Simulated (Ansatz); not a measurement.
F$_{2}$Zn, charge +1, doublet, geometry from GFN2-xTB (such geometries of metal compounds can be far from the true shape) (a state made from the parent by changing its charge; the spin is typed, not shown lowest); B3LYP/aug-cc-pVTZ (Ansatz, an electronic-structure program).

Input for Ansatz:
Ansatz 0.2 input:
```yaml
crystal:
  periodic: [false, false, false]
  atoms:
    - {symbol: Zn, position_ang: [0.12354814, 0.24440345, 0.24927362]}
    - {symbol: F, position_ang: [-0.42372069, 0.69631363, -1.38959384]}
    - {symbol: F, position_ang: [0.01189356, -1.51099178, 0.55868176]}
basis:
  gaussian:
    orbitals: aug-cc-pVTZ
hamiltonian:
  xc: b3lyp
total_charge: 1
magnetization: {spin_polarized: true, initial_magnetization: 1}
```

What the program printed (banner, timings and long lists left out):

```
Functional definition: B3LYP
1104 factors; their error is unknown
mean field evaluation 1: about -53808.7180 eV, gradient 1.2e2 eV
mean field evaluation 2: about -53468.1535 eV, gradient 3.3e2 eV
mean field evaluation 4: about -53840.4715 eV, gradient 4.5e1 eV
mean field evaluation 8: about -53846.5145 eV, gradient 1.9e-1 eV
mean field evaluation 16: about -53846.5735 eV, gradient 2.6e-3 eV
mean field evaluation 32: about -53846.5546 eV, gradient 1.9e0 eV
mean field -53846.57352177 eV, -1978.8250784067 hartree, gradient 2.4e-6 eV, S^2 0.761885; 4 other end points of the search recorded, 0 dependent functions left out
reference -53846.57373353 eV, -1978.8250861888 hartree; 24, 23 occupied and 161, 162 virtual orbitals, 1104 factors
Total energy: -53846.57373353 eV, -1978.8250861888 hartree
```
